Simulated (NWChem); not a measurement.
System: CH₄GeS, singlet; SMILES [Ge]([CH3])[SH]

Excerpt of the output:

```
             Northwest Computational Chemistry Package (NWChem) 7.3.0
             --------------------------------------------------------

                             Geometry "geometry" -> ""
                             -------------------------

 Output coordinates in angstroms (scale by  1.889725989 to convert to a.u.)

  No.       Tag          Charge          X              Y              Z
 ---- ---------------- ---------- -------------- -------------- --------------
    1 Ge                  32.0000    -0.46784900    -0.48705200     0.23704100
    2 C                    6.0000     1.37236900    -1.29054600     0.01944000
    3 H                    1.0000     1.76964100    -1.48309200     1.02586800
    4 H                    1.0000     2.08640000    -0.66452800    -0.52269100
    5 H                    1.0000     1.28290700    -2.26102700    -0.48254700
    6 S                   16.0000     0.19432200     1.63670400    -0.18865700
    7 H                    1.0000    -1.01083300     2.22403800    -0.01544000

 Effective nuclear repulsion energy (a.u.)     235.6718225206

  pbe96 is a nonlocal functional; adding pw91lda local functional.
                              NWChem Property Module
                              ----------------------

                                 NWChem DFT Module
                                 -----------------

 Summary of "ao basis" -> "ao basis" (spherical)
 ------------------------------------------------------------------------------
       Tag                 Description            Shells   Functions and Types
 ---------------- ------------------------------  ------  ---------------------
 Ge                       aug-cc-pvdz               14       36   6s5p3d
 C                        aug-cc-pvdz                9       23   4s3p2d
 H                        aug-cc-pvdz                5        9   3s2p
 S                        aug-cc-pvdz               11       27   5s4p2d

            General Information
            -------------------
          SCF calculation type: DFT
          Wavefunction type:  closed shell.
          No. of atoms     :     7
          No. of electrons :    58
           Alpha electrons :    29
            Beta electrons :    29
          Charge           :     0
          Spin multiplicity:     1
          Use of symmetry is: off; symmetry adaption is: off
          Maximum number of iterations: 150
          AO basis - number of functions:   122
                     number of shells:    54
          Convergence on energy requested:  1.00D-06
          Convergence on density requested:  1.00D-05
          Convergence on gradient requested:  5.00D-04

              XC Information
              --------------
          PerdewBurkeErnzerhof Exchange Functional  1.000
            Perdew 1991 LDA Correlation Functional  1.000 local
           PerdewBurkeErnz. Correlation Functional  1.000 non-local

             Grid Information
             ----------------
          Grid used for XC integration:  medium
          Radial quadrature: Mura-Knowles
          Angular quadrature: Lebedev.
          Tag              B.-S. Rad. Rad. Pts. Rad. Cut. Ang. Pts.
          ---              ---------- --------- --------- ---------
          Ge                  1.25      112          14.0       590
          C                   0.70       49          15.0       434
          H                   0.35       45          16.0       434
          S                   1.00       88          15.0       590
          Grid pruning is: on
          Number of quadrature shells:   429
          Spatial weights used:  Erf1

      Superposition of Atomic Density Guess
      -------------------------------------

 Sum of atomic energies:       -2512.42150952

      Non-variational initial energy
      ------------------------------

 Total energy =   -2513.349695
 1-e energy   =   -3965.413977
 2-e energy   =    1216.392459
 HOMO         =      -0.236110
 LUMO         =      -0.053605

   convergence    iter        energy       DeltaE   RMS-Dens  Diis-err
 ---------------- ----- ----------------- --------- --------- ---------
 d= 0,ls=0.0,diis     1  -2515.1052332582 -2.75D+03  1.38D-02  4.33D-01
 d= 0,ls=0.0,diis     2  -2515.0236959611  8.15D-02  7.85D-03  6.78D-01
 d= 0,ls=0.0,diis     3  -2515.1242637673 -1.01D-01  3.18D-03  1.69D-01
 d= 0,ls=0.0,diis     4  -2515.1546508929 -3.04D-02  1.08D-03  1.33D-02
 d= 0,ls=0.0,diis     5  -2515.1564456679 -1.79D-03  3.99D-04  2.85D-03
  Resetting Diis
 d= 0,ls=0.0,diis     6  -2515.1569374665 -4.92D-04  6.29D-05  9.60D-05
 d= 0,ls=0.0,diis     7  -2515.1569540192 -1.66D-05  7.34D-05  8.11D-06
 d= 0,ls=0.0,diis     8  -2515.1569466220  7.40D-06  4.90D-05  4.22D-05
 d= 0,ls=0.0,diis     9  -2515.1569558046 -9.18D-06  5.68D-06  7.34D-07
 d= 0,ls=0.0,diis    10  -2515.1569559208 -1.16D-07  1.04D-06  2.16D-08

         Total DFT energy =    -2515.156955920842
      One electron energy =    -3967.122612421776
           Coulomb energy =     1327.276373151693
    Exchange-Corr. energy =     -110.982539171387
 Nuclear repulsion energy =      235.671822520628

 Numeric. integr. density =       57.999995248147

                       DFT Final Molecular Orbital Analysis
                       ------------------------------------

[...]

 DFT Linear Response polarizability / au
 Frequency  =       0.0000000 / au
              X              Y              Z
 -----------------------------------------------
 X      74.2523669     -2.7038031     -2.7983814
 Y      -2.7040471     95.1768610     -5.2647276
 Z      -2.7983479     -5.2647832     57.1948504
 -----------------------------------------------
 Eigenvalues =      74.5488147     96.1379899     55.9372737
 Isotropic   =      75.5413594
 Anisotropic =      34.8466607
 -----------------------------------------------

 Magnetic Dipole Response Matrix (nonzero elements):

 Exiting AOResponse driver routine
```

Level: PBE/aug-cc-pVDZ. Low-valent species are run as closed-shell singlets; no triplet was tried in these runs. The geometry was optimised at B3LYP/6-31G* (spherical d).

Which NWChem input produces such a log?

This is not unique; one that fits is the input that was run:
```
start job
memory heap 200 mb stack 900 mb global 1100 mb
geometry units angstroms noautosym nocenter noautoz
  Ge    -0.467849    -0.487052     0.237041
  C      1.372369    -1.290546     0.019440
  H      1.769641    -1.483092     1.025868
  H      2.086400    -0.664528    -0.522691
  H      1.282907    -2.261027    -0.482547
  S      0.194322     1.636704    -0.188657
  H     -1.010833     2.224038    -0.015440
end
basis spherical
  * library aug-cc-pvdz
end
dft
  xc xpbe96 cpbe96
  iterations 150
end
property
  response 1 0.0
end
task dft property
```
